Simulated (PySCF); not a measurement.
# Excitation energy of Al²⁺ by level of theory

Al²⁺ [Ne] 3s1 (2S) → Al²⁺ [Ne] 3p1 (2P), as a difference of total energies. Calculation: PySCF 2.14, in aug-cc-pCVTZ-DK with one added diffuse shell each of s, p, d, f type (9s8p6d4f, 91 functions); the spin-free X2C one-electron Hamiltonian (Gaussian nucleus). Correlated levels: valence and next inner shell: 1s2 frozen; nothing frozen. The calculations carry no spin-orbit coupling.

| method | excitation energy (eV) |
| --- | --- |
| UHF | 6.599 |
| LDA | 6.378 |
| PBE | 6.233 |
| PBE0 | 6.325 |
| r2SCAN | 6.200 |
| BHandHLYP | 6.550 |
| BLYP | 6.310 |
| HSE06 | 6.334 |
| PW91 | 6.237 |
| MP2 (valence and next inner shell) | 6.710 |
| SCS-MP2 (valence and next inner shell) | 6.681 |
| MP2 (all electrons) | 6.704 |
| SCS-MP2 (all electrons) | 6.677 |

**Question.** How much does correlation contribute at MP2 (all electrons)?

**Answer.** 6.704 − (6.599) = 0.105 eV, measured against UHF.

A first-order spin-orbit estimate (lowest level to lowest level, LS coupling) adds -0.015 eV.
